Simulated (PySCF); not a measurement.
Species: CH8N2OSi2.
Geometry (GFN2-xTB, Å), atoms numbered from 1 in this order:
```xyz
14
CH8N2OSi2 angstrom
O      2.1334   -1.5541   -0.0279
Si     0.8989   -0.7347    0.6464
C      0.7768    1.1128    0.1863
N     -0.5264    1.3447   -0.4033
Si    -1.7040    0.1099   -0.4282
N     -0.6511   -1.1843    0.0489
H      2.2222   -1.6057   -0.9768
H      1.1371   -0.9855    2.0622
H      1.5586    1.4121   -0.5225
H      0.9106    1.7423    1.0731
H     -0.7405    2.3121   -0.5782
H     -2.2056   -0.1215   -1.7878
H     -2.8039    0.2685    0.5354
H     -1.0068   -2.1170    0.1503
```

NICS = −σ at a ghost point: NICS(0) at the centroid of the ring atoms, NICS(1) 1 Å to either side along the normal of their mean plane, zz for the tensor component along that normal. Level: GIAO PBE0/pcSseg-1 (PySCF, non-relativistic, gas phase) on the GFN2-xTB geometry, one conformer.

Ring bond lengths (Å), with Mayer bond orders in brackets: Si2–C3 1.908 (0.87), C3–N4 1.449 (0.94), N4–Si5 1.706 (1.02), Si5–N6 1.735 (0.94), N6–Si2 1.721 (0.98).

Give the NICS values of each ring in ppm.

```json
{"ring": "Si2–C3–N4–Si5–N6", "type": "5-membered ring with 2 N and 2 Si; formal bonds all single", "NICS(0)": "-5.9", "NICS(1), two faces": "-2.6 / -2.2", "NICS(1)zz, two faces": "-2.6 / -1.0", "rms pucker (Å)": "0.06", "centre to ring atoms, mean (Å)": "1.44"}
```

What do they say, and how far can they be read as aromaticity?

- Si2–C3–N4–Si5–N6: mean NICS(1)zz -1.8 ppm, near zero. Si2, C3, Si5 have four or more neighbours, and the NICS criterion for π rings isn't applied.

At the second NICS(1) probe listed for ring Si2–C3–N4–Si5–N6, 1 Å off the ring, how large is the induced field along the normal in 7.05 T applied along it?

NICSzz × B0 = -1.0 ppm × 7.05 T = -7 μT, against the applied field.

How shielded are the nuclei of the rings and their hydrogens (means over atoms taken as equivalent)?

```json
{"atoms": "Si2", "environment": "oxygen-bound silicon", "σ isotropic (ppm)": "366.0"}
{"atoms": "C3", "environment": "sp3 carbon bound to nitrogen", "σ isotropic (ppm)": "154.6"}
{"atoms": "N4", "environment": "silicon-bound nitrogen", "σ isotropic (ppm)": "264.2"}
{"atoms": "Si5", "environment": "SiH2 silicon", "σ isotropic (ppm)": "377.2"}
{"atoms": "N6", "environment": "nitrogen bridging silicon atoms", "σ isotropic (ppm)": "233.4"}
{"atoms": "H8", "environment": "Si–H hydrogen", "σ isotropic (ppm)": "26.69"}
{"atoms": "H9", "environment": "methylene hydrogen", "σ isotropic (ppm)": "29.06"}
{"atoms": "H10", "environment": "methylene hydrogen", "σ isotropic (ppm)": "29.00"}
{"atoms": "H11", "environment": "N–H hydrogen", "σ isotropic (ppm)": "32.22"}
{"atoms": "H12", "environment": "Si–H hydrogen", "σ isotropic (ppm)": "26.26"}
{"atoms": "H13", "environment": "Si–H hydrogen", "σ isotropic (ppm)": "26.24"}
{"atoms": "H14", "environment": "N–H hydrogen", "σ isotropic (ppm)": "31.21"}
```
